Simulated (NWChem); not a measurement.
System: CH6BN; SMILES BNC

```xyz
9

B      0.2353    -1.3614     0.0000
H     -0.4266    -2.3743     0.0000
H      1.4464    -1.3842     0.0000
N     -0.4167    -0.1364     0.0000
C      0.1818     1.1752     0.0000
H     -1.4311    -0.1255     0.0000
H     -0.1074     1.7594     0.8904
H     -0.1074     1.7594    -0.8904
H      1.2756     1.0760     0.0000
```
Atoms are numbered in this order, from 1.

The geometry was optimised at PBE0/def2-SVP.

Symmetry labels are those of Cs in the frame above (b1 and b2, or b-type labels, depend on it).

Question: List the 6 lowest vertical singlet excitations and the 6 lowest triplet ones from BHandHLYP/def2-SVP, full TDDFT (NWChem).

Answer: 
```tsv
state	energy (eV)	oscillator strength	symmetry	leading excitation (squared amplitude)
S1	7.71	0.000	a"	HOMO−1 → LUMO (0.98)
S2	8.00	0.299	a'	HOMO → LUMO (0.98)
S3	8.18	0.000	a"	HOMO → LUMO+1 (0.90)
S4	9.59	0.003	a"	HOMO−2 → LUMO (0.68)
S5	9.64	0.057	a"	HOMO → LUMO+2 (0.71)
S6	10.19	0.031	a'	HOMO−1 → LUMO+1 (0.89)
T1	5.59	spin-forbidden	a'	HOMO → LUMO (0.97)
T2	7.01	spin-forbidden	a"	HOMO−1 → LUMO (0.98)
T3	7.75	spin-forbidden	a"	HOMO → LUMO+1 (0.86)
T4	8.73	spin-forbidden	a"	HOMO−2 → LUMO (0.69)
T5	9.14	spin-forbidden	a"	HOMO → LUMO+2 (0.76)
T6	9.77	spin-forbidden	a'	HOMO−1 → LUMO+1 (0.75)
```
